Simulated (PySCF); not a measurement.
A search over the determinants of MoCl

Unrestricted PBE0; Mo def2-TZVPPD with ECP28, Cl def2-TZVPPD; scalar-relativistic core potentials (PySCF 2.14). Outer shells of the fragments: Mo 4d5 5s1; Cl 3s2 3p5.

Followed along the bond (rough minima from three points):

```
2Ms+1         unpaired  ⟨S²⟩ at the start  R at minimum (Å)  Te (eV)
    6  σ ↑, π ↑↑, δ ↑↑               8.76              2.29     0.00
    4  σ ↑, π ↑↓, δ ↑↑               4.76              2.27     1.34
    6  σ ↑↑, π ↑, δ ↑↑               8.77              2.34     1.49
    4  σ ↓, π ↑↑, δ ↑↑               4.76              2.27     1.57
    2  σ ↑, π ↓↓, δ ↑↑               2.76              2.27     1.94
```

Solutions found at the starting distance of 2.265 Å, counted from the lowest of them; the search is not exhaustive and high or unbound solutions are not listed, so other states can lie among these:

```json
{"2Ms+1": "6", "unpaired": "σ ↑, π ↑↑, δ ↑↑", "term": "⁶Σ⁺", "E (eV)": "0.00", "⟨S²⟩": "8.76", "⟨Lz²⟩": "0.00", "μ (D)": "-4.36"}
{"2Ms+1": "4", "unpaired": "σ ↑, π ↑↓, δ ↑↑", "term": "mixed", "E (eV)": "1.33", "⟨S²⟩": "4.76", "⟨Lz²⟩": "2.03", "μ (D)": "-4.26"}
{"2Ms+1": "6", "unpaired": "σ ↑↑, π ↑, δ ↑↑", "term": "⁶Π", "E (eV)": "1.52", "⟨S²⟩": "8.77", "⟨Lz²⟩": "1.00", "μ (D)": "-0.78"}
{"2Ms+1": "4", "unpaired": "σ ↓, π ↑↑, δ ↑↑", "term": "mixed", "E (eV)": "1.56", "⟨S²⟩": "4.76", "⟨Lz²⟩": "0.00", "μ (D)": "-4.15"}
{"2Ms+1": "4", "unpaired": "π ↑, δ ↑↑", "term": "mixed", "E (eV)": "1.75", "⟨S²⟩": "3.88", "⟨Lz²⟩": "1.78", "μ (D)": "-3.76"}
{"2Ms+1": "2", "unpaired": "σ ↑, π ↓↓, δ ↑↑", "term": "mixed", "E (eV)": "1.94", "⟨S²⟩": "2.76", "⟨Lz²⟩": "0.00", "μ (D)": "-4.36"}
{"2Ms+1": "4", "unpaired": "π ↑↑, δ ↑", "term": "⁴Δ", "E (eV)": "2.12", "⟨S²⟩": "3.76", "⟨Lz²⟩": "4.00", "μ (D)": "-3.95"}
{"2Ms+1": "4", "unpaired": "σ ↑, δ ↑↑", "term": "mixed", "E (eV)": "2.27", "⟨S²⟩": "3.76", "⟨Lz²⟩": "2.04", "μ (D)": "-3.87"}
{"2Ms+1": "6", "unpaired": "σ ↑↑, π ↑↑, δ ↑", "term": "⁶Δ", "E (eV)": "2.28", "⟨S²⟩": "8.75", "⟨Lz²⟩": "4.00", "μ (D)": "-1.41"}
{"2Ms+1": "4", "unpaired": "π ↑, δ ↑↑", "term": "mixed", "E (eV)": "2.31", "⟨S²⟩": "3.76", "⟨Lz²⟩": "2.83", "μ (D)": "-4.33"}
{"2Ms+1": "4", "unpaired": "σ ↑, π ↑, δ ↑", "term": "mixed", "E (eV)": "2.34", "⟨S²⟩": "3.76", "⟨Lz²⟩": "5.11", "μ (D)": "-4.12"}
{"2Ms+1": "2", "unpaired": "σ ↓, π ↑↓, δ ↑↑", "term": "mixed", "E (eV)": "2.50", "⟨S²⟩": "2.75", "⟨Lz²⟩": "2.09", "μ (D)": "-3.66"}
{"2Ms+1": "2", "unpaired": "π ↓, δ ↑↑", "term": "mixed", "E (eV)": "2.58", "⟨S²⟩": "1.82", "⟨Lz²⟩": "2.32", "μ (D)": "-4.19"}
{"2Ms+1": "4", "unpaired": "σ ↑↑, π ↓, δ ↑↑", "term": "mixed", "E (eV)": "2.81", "⟨S²⟩": "4.76", "⟨Lz²⟩": "1.01", "μ (D)": "-0.62"}
```

A term symbol is given only where ⟨S²⟩ and ⟨Lz²⟩ are close to those of a pure state; real π, δ and φ orbitals otherwise mix terms. A positive dipole means Mo(−)Cl(+).

Spin–orbit coupling is left out. The state is the lowest single determinant that the PBE0 search found; with open d or f shells the true ground state can be another one.
